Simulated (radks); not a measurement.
Be, configuration [He] 2s2.

Method: non-relativistic Kohn-Sham, LDA (Slater exchange, Perdew-Wang correlation), spin-polarised, spherical densities, point nucleus; hard spherical wall at 12 bohr; computed with a radial shooting solver on a logarithmic mesh with Libxc functionals.

Energy parts (eV):
| part | energy |
|---|---|
| total | -393.108 |
| kinetic | 389.366 |
| electron-nucleus | -907.676 |
| Hartree | 193.613 |
| exchange-correlation | -68.412 |

Orbitals (lengths in bohr, moments of r in powers of bohr; <r^-3> diverges for s and p1/2):
| orbital | occ. | eigenvalue (eV) | <r^4> | <r^-3> | <r> |
|---|---|---|---|---|---|
| 1s | 2 | -104.9273 | 0.1646 | - | 0.4251 |
| 2s | 2 | -5.5979 | 129.4 | - | 2.619 |
| 2p | 0 | -2.0949 | 328.8 | 0.2882 | 3.149 |
| 3s | 0 | 0.6882 | 3187 | - | 6.701 |
| 3d | 0 | 1.9271 | 3225 | 0.006747 | 6.832 |

The highest occupied level is 2s at -5.598 eV. The electron density at the nucleus is 34.86 e/bohr^3. The pressure on the wall is 0.000236 GPa.
